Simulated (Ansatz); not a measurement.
Frontier orbitals of BBrClF (`FB(Cl)Br`).

```xyz
4

F     0.594   -0.924    0.910
B     0.063   -0.094    0.048
Cl    0.319   -0.347   -1.651
Br   -0.976    1.364    0.693
```

Total charge 0; spin multiplicity 1. Correlated methods include outer-core shells of Br, which these sets cover unevenly. Scalar relativity is left out up to krypton. Geometry: relaxed with PBE0-D4/def2-TZVP. Basis def2-TZVPP, the Gaussian-basis code of Ansatz.

| functional | HOMO (eV) | LUMO (eV) | gap (eV) |
| --- | --- | --- | --- |
| PBE | -7.51 | -2.14 | 5.37 |
| PBE0 | -8.87 | -1.19 | 7.68 |
| r2SCANh | -8.35 | -1.48 | 6.87 |
| BHLYP | -10.05 | -0.07 | 9.98 |
| ωB97M-V | -11.09 | 0.97 | 12.06 |

Against PBE, PBE0 changes HOMO and LUMO by −1.36 and +0.96 eV, ωB97M-V by −3.59 and +3.11 eV. A gap of 5.36 eV thus becomes 12.06 eV for the same molecule, so an orbital gap means little without its functional. A positive LUMO is unbound and depends on the basis.
